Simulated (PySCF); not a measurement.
All values below come from PySCF with TPSSh-D3(BJ)/def2-TZVP // CAM-B3LYP-D3(BJ)/def2-TZVP. Isolated molecules, 0 K electronic values unless said otherwise. One relaxed conformer stands for a flexible species; it need not be the lowest. Excitations are Tamm–Dancoff values on a coarser integration grid. The basis has no diffuse functions, so Rydberg states are missing or too high.

Reference species (SMILES): `[CH3][Al]([CH3])[CH3]` (neutral, multiplicity 1).

```json
{
 "T1 excitation (TDA)": "5.33 eV",
 "HOMO": "-6.87 eV"
}
```

Changed species: `[CH3][Al]([SH])[CH3]` (C–Al–S–H torsion 179°) (1 of 3 CH3 replaced by SH; the reference has 0 of 3 CH3 replaced by SH).

Task: Predict the effect on the T1 excitation (TDA) and HOMO.

Result: the T1 excitation (TDA) falls by 0.24 eV, to 5.09 eV; the HOMO rises by 0.04 eV, to -6.83 eV.
